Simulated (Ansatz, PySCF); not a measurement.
Constitutional and geometric isomers with formula H4O2Si2. All species are isolated molecules in the gas phase. One relaxed conformer stands for each flexible species; it need not be the lowest. Strings in code marks are SMILES.

Quantity: vertical ionisation energy (energy after one electron is removed minus that of the parent at the parent's geometry), in eV. The restricted reference of `O/[SiH]=[SiH]/O` and `O/[SiH]=[SiH]\O` is unstable towards unrestricted orbitals.

Level 1: frozen-core CCSD(T)/cc-pVTZ // r2SCAN-D4/def2-TZVP (Ansatz, an electronic-structure program)
Level 2: PBE-D3(BJ)/def2-TZVP // r2SCAN-D4/def2-TZVP (PySCF)
Level 3: minus the HOMO energy of PBE-D3(BJ)/def2-TZVP // r2SCAN-D4/def2-TZVP (PySCF)
Level 4: minus the HOMO energy of r2SCAN-D4/def2-TZVP (PySCF)

```
species                                                              level 1  level 2  level 3  level 4
-------------------------------------------------------------------  -------  -------  -------  -------
`O[Si](O)=[SiH2]` (H–O–Si–Si torsion -19°, Si–Si–O–H torsion -165°)     8.15     8.13     5.29     5.46
`O=[SiH][SiH2]O` (O–Si–Si–O torsion 180°, Si–Si–O–H torsion 180°)       9.84     9.49     6.26     6.54
`O/[SiH]=[SiH]\O` (H–O–Si–Si torsion 52°, Si–Si–O–H torsion -118°)      7.78     7.62     4.87     5.03
`O/[SiH]=[SiH]/O` (H–O–Si–Si torsion -58°, Si–Si–O–H torsion 58°)       7.72     7.56     4.81     4.97
`O=[Si](O)[SiH3]` (Si–Si–O–H torsion 0°)                               10.15     9.94     6.56     6.84
```
